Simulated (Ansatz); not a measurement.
Basis sets compared for the cluster Be7. The state is a singlet with charge 0. Geometry r2SCAN/def2-TZVP. Ansatz on 4 threads of Arm Neoverse V1 on a shared host; times are rough, and most runs start from earlier orbitals.

```xyz
7

Be   -0.027   -1.575    0.867
Be   -0.180    0.571    0.908
Be   -1.634   -0.863   -0.414
Be    0.996    1.518   -0.321
Be    0.187   -0.560   -0.900
Be   -0.935    1.101   -1.086
Be    1.592   -0.192    0.946
```

The restricted singlet is unstable towards broken spin symmetry in Hartree–Fock (as tested in another run); at PBE/def2-SVP, PBE/def2-TZVP, PBE/def2-TZVPD, r2SCAN/def2-TZVP and others this wasn't settled. The structure comes from a short search, and lower isomers may exist.

Binding counts from free atoms (Be singlet) in the same basis, without a counterpoise term.

```
                         level  functions  energy (Eh)  HOMO (eV)  LUMO (eV)  binding per atom (eV)  wall time
                  PBE/def2-SVP         63    -102.7053      -4.64      -3.97                   1.64      0.6 s
                 PBE/def2-TZVP        133    -102.8144      -4.64      -3.94                   1.62      1.1 s
r2SCAN/def2-TZVP (with forces)        133    -102.9526      -4.70      -3.87                   1.62      2.5 s
                 PBE0/def2-SVP         63    -102.7274      -5.25      -3.27                   1.55      0.7 s
                PBE0/def2-TZVP        133    -102.8383      -5.25      -3.21                   1.52      1.3 s
```

(1) Estimate the rows for PBE/def2-TZVPD, r2SCAN/def2-TZVPD, PBE0/def2-TZVPD.

Answers

(1) 
```json
{"level": "PBE/def2-TZVPD", "functions": "154", "energy (Eh)": "-102.8148", "HOMO (eV)": "-4.65", "LUMO (eV)": "-3.94", "binding per atom (eV)": "1.62", "wall time": "1.6 s"}
{"level": "r2SCAN/def2-TZVPD", "functions": "154", "energy (Eh)": "-102.9529", "HOMO (eV)": "-4.71", "LUMO (eV)": "-3.87", "binding per atom (eV)": "1.62", "wall time": "2.6 s"}
{"level": "PBE0/def2-TZVPD", "functions": "154", "energy (Eh)": "-102.8387", "HOMO (eV)": "-5.26", "LUMO (eV)": "-3.22", "binding per atom (eV)": "1.52", "wall time": "1.4 s"}
```
